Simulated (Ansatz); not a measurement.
## A ladder of methods for GaCl3 (gallium trichloride (monomer))

GaCl3: 4 atoms, total charge 0, spin state singlet. SMILES: `[Cl][Ga]([Cl])[Cl]`. Geometry: optimised at B3LYP/def2-SVP.

Quantity: the adiabatic electron affinity (to the doublet anion, shapes relaxed at B3LYP/def2-SVP, no zero-point term), in eV. The values are calculated.

The electron affinity is E(neutral) − E(anion): positive where the electron is bound.

| level | kind | program | value (eV) | less CCSD(T)/def2-SVP |
| --- | --- | --- | --- | --- |
| BLYP/def2-SVP | GGA | Ansatz | 1.43 | +0.39 |
| PBE/def2-SVP | GGA | Ansatz | 1.52 | +0.48 |
| r2SCAN/def2-SVP | meta-GGA | Ansatz | 1.69 | +0.65 |
| B3LYP/def2-SVP | global hybrid | Ansatz | 1.61 | +0.57 |
| PBE0-D4/def2-SVP | global hybrid | Ansatz | 1.58 | +0.54 |
| RPA@PBE/def2-SVP | RPA | Ansatz | 1.13 | +0.09 |
| MP2/def2-SVP | perturbation theory | Ansatz | 1.02 | -0.02 |
| CCSD(T)/def2-SVP | coupled cluster or CI | Ansatz | 1.04 | 0.00 |

Differences are taken from CCSD(T)/def2-SVP for orientation; it has basis-set and higher-order errors of its own. All-electron rows without a relativistic Hamiltonian named are non-relativistic. The values span 1.02 to 1.69 eV. In the correlated wave-function rows the outer d shell of Ga is correlated, in sets not made for it.
